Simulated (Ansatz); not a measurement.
A made-up structure of CHBrI (charge -1), singlet:

```
4
angstrom
Br -1.4352 -0.1561 -0.0981
C 0.2845 0.0439 -0.6401
I 0.6330 -0.9887 0.8709
H 0.5176 1.1009 -0.1327
```

It is relaxed with PBE-D4/def2-SVPD and then PBE0-D4/def2-TZVPD (Ansatz 0.2.0). Atoms count as bonded within 1.22 times the sum of their covalent radii (H–H: 0.88 Å). The end point is not checked to be a true minimum.

(1) Does its bonding change? (Judge from chemistry; the calculation decides.)

Answers

(1) By the calculation: Yes. Formed: none; broken: Br1–I3.

Where it ends: The first stage lowers the energy by 4.50 eV in 9 steps. It ends as CHBrI ([Br][CH][I]), total charge -1:
```csv
atom,x (Å),y (Å),z (Å)
Br1,-1.7858,0.0806,-0.3395
C2,0.2382,0.0559,-0.6070
I3,1.1022,-1.1731,1.0840
H4,0.4454,1.0367,-0.1374
```

Labels in which every atom is bracketed show which atoms are joined, not bond orders.

For scale, one of the runs: PBE0-D4/def2-TZVPD relaxation, 162 basis functions, launched by `ansatz run in.yaml --threads 2 --pin off --events-out ev --progress --plain --max-ram 4352MiB`. The run took about 37 s on 2 CPU threads of an Arm Neoverse V1 (shared host).
